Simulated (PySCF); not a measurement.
**Exercise with solution: refractive index and permittivity of the vapour**

H₂MoO₄, SMILES [O]=[Mo](=[O])([OH])[OH], multiplicity 1.

Geometry: PBE-D3(BJ)/def2-SVP. The geometry has at least one imaginary mode, so it is a saddle point at that level. The spin state was assumed, not searched. The isomer is the one that the SMILES or the coordinates give; other isomers of the formula were not compared. The def2 effective core potentials stand for the cores of Mo; spin–orbit coupling is left out. One conformer was computed; it need not be the lowest.

PBE/def2-TZVP in PySCF gives a mean static polarisability of 51.1 bohr³ and a dipole moment of 1.36 D. Take an ideal gas at 298.15 K and 0.01 bar, whether or not the substance is that volatile.

Q: Work out n − 1 in the optical limit and the static ε − 1.

A: 
Polarisability volume α' = 51.1 × 0.148185 = 7.57 Å³. Number density N = p/kT = 2.43e-7 Å⁻³.
Dilute limit of Lorentz–Lorenz: n − 1 = 2π N α' = 1.2e-5.
Orientation term of Debye: μ²/(3kT) = 8.098 Å³ × μ²(D²) = 14.98 Å³.
ε − 1 = 4π N (α' + μ²/3kT) = 6.9e-5. Orientation of the dipole supplies 66 % of the static response; it can't follow optical fields. Vibrational polarisation and dispersion are left out.
